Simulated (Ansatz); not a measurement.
Ge3H10Si can be A, `[GeH3][SiH2][GeH2][GeH3]`, or B, `[SiH3][GeH2][GeH2][GeH3]`.

Isolated molecules relaxed with PBE0-D4/def2-TZVP in Ansatz; ΔE leaves out vibrations. CBS: MP2 limit from def2 TZ/QZ plus the TZ coupled-cluster correction, frozen cores. DFT in def2-TZVPP. B3LYP here is the variant with VWN-RPA as its local correlation; programs differ in this. For Ge outer-core shells are correlated without core-valence functions, which leaves a few kJ/mol of doubt a bond. Scalar relativity is left out up to krypton. One conformer a species, not always the lowest.

Q: Which is lower in electronic energy at CCSD(T)/CBS, and by how much? (Estimate.)

A: The calculation gave: B, by 14.0 kJ/mol.

Q: Give E(B) − E(A) in kJ/mol with B2PLYP, CCSD/def2-TZVPP, CCSD(T)/def2-TZVPP, PBE0-D4, B3LYP-D4, r2SCAN-D4, HF/def2-TZVPP. (Estimate.)

A: Computed: B2PLYP -15.7, CCSD/def2-TZVPP -15.0, CCSD(T)/def2-TZVPP -14.3, PBE0-D4 -11.2, B3LYP-D4 -14.8, r2SCAN-D4 -11.8, HF/def2-TZVPP -17.2. None reverses the order clearly.

Q: Does the order hold for the free energy at 298.15 K (harmonic terms from PBE0-D4)? (An estimate is asked.)

A: Computed: Yes: G(B) − G(A) = -13.4 kJ/mol, for one conformer each. Modes under 60 cm⁻¹, often nearly free rotors, make the harmonic entropy too high.

Largest T1 diagnostic: 0.012.

Leaving LDA and LC-ωPBE aside and taking each functional with its dispersion term where it has one, the values, not all of them listed here, spread over 10.9 kJ/mol, from BHLYP-D4 to B97M-V.
